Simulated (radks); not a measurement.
Task: These are the eigenvalues of the occupied orbitals of an atom or ion with whole-number occupations (eV). Calculated with a radial shooting solver on a logarithmic mesh with Libxc functionals: scalar-relativistic Kohn-Sham, exchange-only LDA, spin-polarised, spherical densities, point nucleus.

| orbital | eigenvalue |
|---|---|
| 1s | -26320.56 |
| 2s | -5572.793 |
| 2p | -5236.531 |

Which element is it, and in what charge state? The configuration may be excited. Open shells, if any, are filled with parallel spins first.

Result: Z = 46, palladium, charge +36: Pd36+ in [Ne]. The list shows which subshells hold electrons but not how many an open one holds; the 1s level, -967.26 hartree, gives Z - s = 44.0 by -(Z - s)^2/2, which with screening and relativity narrows Z to a few neighbours, and the depths of the outer levels then fix element, charge and occupations together.
